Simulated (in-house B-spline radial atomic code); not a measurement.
CAM-B3LYP excitations of Ne VII (Ne6+)

Method: CAM-B3LYP. Computed with an all-electron radial atomic-structure program (B-spline basis): linear response of the closed shell [He] 2s2 with the functional's adiabatic kernel; scalar-relativistic (spin-free one-electron X2C), finite nucleus, no spin-orbit coupling, no double excitations, S, P, D and F terms only.

Command:
```bash
python run_td.py task.json out
```
Settings (radii: box in bohr, nucleus in fm):
```
Z                        10
electrons                4
configuration            [He] 2s2
hamiltonian              x2c
method                   camb3lyp
box_radius               14.35
rms_radius               3.0055
intervals                72
```

Run time, properties included: 0.5 s on 1 thread of Arm Neoverse N1, with other jobs on the host.

The lowest states, in the order of their Tamm-Dancoff energies; the method's threshold (minus the highest occupied level) is 197.11 eV. Labels give the largest channel, * marks a mixed state, and oscillator strengths are full-response dipole values. Semilocal kernels can invert the small singlet-triplet splittings of Rydberg terms. Energies in eV:

| state | full response | Tamm-Dancoff | oscillator strength |
| --- | --- | --- | --- |
| 2s → 2p 3P | 9.858 | 11.728 | - |
| 2s → 2p 1P | 24.355 | 25.521 | 0.37 |
| 2s → 3s 3S | 116.87 | 116.88 | - |
| 2s → 3s 1S | 120.31 | 120.35 | - |
| 2s → 3p 3P | 122.19 | 122.21 | - |
| 2s → 3p 1P | 123.77 | 123.78 | 0.486 |
| 2s → 3d 3D | ? | ? | - |
| 2s → 3d 1D | 128.45 | 128.45 | - |
| 2s → 4s 3S | 154.59 | 154.60 | - |
| 2s → 4s 1S | 155.60 | 155.61 | - |
| 2s → 4p 3P | 156.70 | 156.70 | - |
| 2s → 4p 1P | 157.13 | 157.13 | 0.137 |
| 2s → 4d 3D | 158.04 | 158.06 | - |
| 2s → 4d 1D | ? | ? | - |
| 2s → 4f 3F | 159.06 | 159.07 | - |
| 2s → 4f 1F | 159.45 | 159.45 | - |

(1) Where does 2s → 4d 1D lie?

(2) Where does 2s → 3d 3D lie?

(3) How large is the singlet-triplet splitting of 2s → 2p (P terms) in Tamm-Dancoff?

(4) What polarisabilities and dispersion coefficient does the method give?

## Answers

(1) At 158.84 eV in full response, 158.84 eV in Tamm-Dancoff.

(2) At 125.57 eV in full response, 125.62 eV in Tamm-Dancoff.

(3) 13.8 eV, from the unrounded values.

(4) Dipole 0.5006 bohr³, quadrupole 0.09601 bohr⁵, C6 0.1907 hartree·bohr⁶ for two such species.
